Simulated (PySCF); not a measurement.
From one molecule to another.

First species: C7H10F2O2.
Z-matrix (Å and degrees, GFN2-xTB geometry), rows numbered from 1:
```
C 
C   1  1.3073
C   2  1.4685  1  149.25
C   3  1.5119  2  119.36  1    67.46
O   4  1.4131  3  108.41  2   153.09
C   5  1.4060  4  113.07  3  -178.97
C   2  1.4669  1  147.80  3   173.20
O   7  1.4106  2  117.65  3   109.39
C   8  1.3516  7  114.55  2  -147.87
F   9  1.3639  8  111.29  7   -84.45
F   9  1.3427  8  108.42  7   159.74
H   1  1.0777  2  121.56  3     4.64
H   1  1.0772  2  121.34  3  -175.73
H   3  1.0839  2  119.21  7   104.91
H   4  1.1008  3  109.88  2    32.38
H   4  1.1013  3  109.95  2   -86.69
H   6  1.0967  5  111.11  4    61.28
H   6  1.0880  5  106.52  4  -179.39
H   6  1.0965  5  111.17  4   -60.13
H   7  1.0873  2  119.57  3  -106.84
H   9  1.1053  8  114.87  7    37.55
```

Second species: C8H11P.
SMILES: `C=CCP(C#CC)C=C`

Levels: PBE0/pcSseg-1 for dipole moment, HOMO energy, LUMO energy and HOMO–LUMO gap; GFN2-xTB for rotational constant A and rotational constant C. Geometries: GFN2-xTB. Each structure is a single optimised conformer of the isolated species, non-relativistic unless stated; the electronic structure was computed with PySCF and density fitting.

Dipoles, sizes and rotational constants follow the conformer. The torsions of the flexible species, by atom-mapped SMILES:
- `[CH2:1]=[C:2]1[C@@H:3]([CH2:4][O:5][CH3:6])[C@H:7]1[O:8][CH:9]([F:10])[F:11]`: C2–C3–C4–O5 153°, C3–C4–O5–C6 -179°, C3–C7–O8–C9 -80°, C7–O8–C9–F10 -84°
- `[CH2:1]=[CH:2][CH2:3][P:4]([C:5]#[C:6][CH3:7])[CH:8]=[CH2:9]`: C1–C2–C3–P4 -111°, C2–C3–P4–C5 173°, C3–P4–C8–C9 128°

| property | column X | column Y |
| --- | --- | --- |
| dipole moment | 3.75 D | 1.75 D |
| HOMO energy | -7.80 eV | -6.42 eV |
| LUMO energy | -0.57 eV | -0.27 eV |
| HOMO–LUMO gap | 7.23 eV | 6.15 eV |
| rotational constant A | 1.093 GHz | 2.236 GHz |
| rotational constant C | 0.581 GHz | 0.630 GHz |

Problem. Which column belongs to which species?

Solution. Column X is the first species and column Y the second. The first has 21 atoms and 86 electrons, the second 20 and 74.

Problem. How does each property change from the first species to the second?

Solution. dipole moment -2.00 D; HOMO energy +1.38 eV; LUMO energy +0.30 eV; HOMO–LUMO gap -1.08 eV; rotational constant A +1.143 GHz; rotational constant C +0.049 GHz.

On the first: The dipole equals about 12.5 × 10⁻³⁰ C·m (1 D = 3.33564 × 10⁻³⁰ C·m).

On the second: The dipole matches unit charges of opposite sign 0.36 Å apart (1 e·Å = 4.8032 D).
